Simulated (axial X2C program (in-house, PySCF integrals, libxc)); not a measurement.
BaH⁻: from the spin-free to the two-component result

Calculated with an in-house relativistic program for diatomic molecules. Spin-free means the one-electron spin-free X2C Hamiltonian; two-component (2c) means X2C with spin–orbit coupling and atomic mean-field two-electron Coulomb and Gaunt terms, so the difference of the two also holds small scalar two-electron terms. Basis: Ba dyall-av3z [15s15p10d4f], H dyall-av3z [7s3p2d] (cores contracted in-house); Gaussian nuclei, density fitting, unrestricted open shells. Masses: Ba 137.905 u, H 1.008 u.

Spin-free state: M_S = 0, Λ = 0 (closed shell); fragments Ba + H- for PBE0, MP2, r2SCAN0, TPSSh; Ba- + H for HF.

```tsv
level	Re (Å)	ωe (cm⁻¹)	De (eV)	μ (D)
PBE0	2.319	1011.9	2.265	1.48
HF	2.404	969.4	n/a	2.67
MP2	2.354	983.9	2.060	n/a
r2SCAN0	2.321	1020.2	2.327	1.52
TPSSh	2.312	1035.3	2.387	1.82
```

Correlated methods: 12 electrons correlated (number of frozen shells: Ba 4 s, 3 p, 2 d; H none), 230 virtual spin orbitals or spinors in MP2.

Dipoles are positive if H is the positive end and refer to the centre of mass.

Two-component determinant lowest at the distance of the search:

Ω = 0 (closed shell); fragments Ba + H- for PBE0, MP2, r2SCAN0, TPSSh; Ba- + H for HF.

```
  level  Re (Å)  ωe (cm⁻¹)  De (eV)  μ (D)
   PBE0   2.317     1012.5    2.269   1.49
     HF   2.402      969.7      n/a   2.67
    MP2   2.352      984.3    2.062    n/a
r2SCAN0   2.319     1020.6    2.331   1.52
  TPSSh   2.310     1035.6    2.391   1.82
```

Q: From the two tables, how do the constants change at the MP2 level (2c against spin-free)?

A: At the MP2 level Re drops by 0.002 Å and ωe increases by 0.4 cm⁻¹; De changes by 0.002 eV.

The state is a single determinant with fixed occupations, the lowest that a limited PBE0 search found. Closed shells are restricted here (equal orbitals for both partners); the stretched side of such a curve lies too high. Dissociation energies refer to the lowest single-determinant-based atoms at the same level and basis. De is not given where an atomic determinant may have missed its ground term or J level, or where the truncated virtual space spoils (T). PBE0 can misorder states that lie within some tenths of an eV, so this need not be the ground state of the molecule. The nearest other spin-free determinant of the search, M_S = 1, Λ = 1, lies 0.50 eV up at the distance of the search. The highest occupied level of some functionals is positive through self-interaction error; at Hartree–Fock it is bound.
